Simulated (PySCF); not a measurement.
**Charge on either side of a bond**

Compound: C6H11NOSi.
SMILES with atom numbers: `[CH3:1][CH2:2][CH2:3][C@@:4]([SiH3:5])([C:6]#[N:7])[CH:8]=[O:9]` (hydrogens: H10, H11, H12 on C1; H13, H14 on C2; H15, H16 on C3; H17, H18, H19 on Si5; H20 on C8)

Cartesian coordinates in Å at the GFN2-xTB level; atoms count from 1:
```xyz
20
C6H11NOSi angstrom
C     -2.4584    1.0365    0.9447
C     -1.4384    0.7300   -0.1442
C     -0.2494   -0.0530    0.4137
C      0.7899   -0.3684   -0.6698
Si     2.2077   -1.4830    0.0809
C      0.2226   -1.1008   -1.7584
N     -0.2249   -1.7010   -2.6248
C      1.5158    0.8409   -1.1477
O      1.7129    1.8272   -0.4902
H     -2.0026    1.6207    1.7412
H     -3.2890    1.6054    0.5347
H     -2.8498    0.1159    1.3730
H     -1.0789    1.6653   -0.5792
H     -1.9146    0.1514   -0.9402
H      0.2387    0.5418    1.1887
H     -0.6074   -0.9818    0.8653
H      1.5499   -2.7191    0.4957
H      3.1969   -1.7230   -0.9656
H      2.7535   -0.7362    1.2087
H      1.9205    0.7419   -2.1743
```

Atomic charges (e) from the PBE0/pcSseg-1 density (PySCF):

| atom | Mulliken | IAO | Hirshfeld | ESP-fitted |
| --- | --- | --- | --- | --- |
| C1 | -0.2585 | -0.4162 | -0.1125 | -0.4418 |
| C2 | -0.2710 | -0.2505 | -0.0664 | +0.2166 |
| C3 | -0.1008 | -0.2430 | -0.0617 | -0.0187 |
| C4 | -0.8394 | -0.2977 | -0.0504 | -0.2024 |
| Si5 | +0.5842 | +0.6390 | +0.3486 | +0.3648 |
| C6 | +0.2154 | +0.1256 | +0.0793 | +0.3372 |
| N7 | -0.2331 | -0.2474 | -0.2207 | -0.4597 |
| C8 | +0.3861 | +0.2621 | +0.1328 | +0.2810 |
| O9 | -0.3444 | -0.3872 | -0.2044 | -0.3805 |
| H10 | +0.1127 | +0.1392 | +0.0421 | +0.1075 |
| H11 | +0.1222 | +0.1477 | +0.0460 | +0.1108 |
| H12 | +0.1102 | +0.1373 | +0.0408 | +0.1070 |
| H13 | +0.1328 | +0.1389 | +0.0355 | +0.0101 |
| H14 | +0.1420 | +0.1396 | +0.0353 | -0.0045 |
| H15 | +0.1437 | +0.1521 | +0.0424 | +0.0451 |
| H16 | +0.1352 | +0.1380 | +0.0425 | +0.0375 |
| H17 | -0.0457 | -0.0950 | -0.0581 | -0.0613 |
| H18 | -0.0475 | -0.0973 | -0.0607 | -0.0582 |
| H19 | -0.0423 | -0.0975 | -0.0583 | -0.0513 |
| H20 | +0.0981 | +0.1123 | +0.0486 | +0.0607 |

Problem. Cut each of the bonds C1–C2, C2–C3, C3–C4, Si5–C4, C6–C4 and C8–C4 in turn and sum the charges on the side of the atom named first.

Solution. In e; the other side holds the opposite charge:

```
bond cut  piece  atoms  Mulliken     IAO  Hirshfeld  ESP-fitted
   C1–C2    CH3      4    +0.087  +0.008     +0.016      -0.117
   C2–C3   C2H5      7    +0.090  +0.036     +0.021      +0.106
   C3–C4   C3H7     10    +0.268  +0.083     +0.044      +0.170
  Si5–C4   SiH3      4    +0.449  +0.349     +0.172      +0.194
   C6–C4     CN      2    -0.018  -0.122     -0.141      -0.122
   C8–C4    CHO      3    +0.140  -0.013     -0.023      -0.039
```

Extremes among these pieces. Mulliken: lowest CN at C6, highest SiH3 at Si5; IAO: lowest CN at C6, highest SiH3 at Si5; Hirshfeld: lowest CN at C6, highest SiH3 at Si5; ESP-fitted: lowest CN at C6, highest SiH3 at Si5.

Problem. Do the schemes agree better on the pieces than on the single atoms at the cuts?

Solution. The spread between schemes averages 0.182 e for the pieces and 0.307 e for the atoms named first; it is smaller for the piece at 5 of the 6 cuts. On average they agree better on the pieces. The sign differs between schemes (beyond ±0.03 e) for CH3 at C1 and CHO at C8.

Isolated species at its GFN2-xTB geometry (one conformer only).

These values come from a run that also computed NMR shieldings. Time: 82 s (grids of density and orbitals included); peak memory 0.94 GiB. Hardware: Arm Neoverse V1, one thread, shared host.
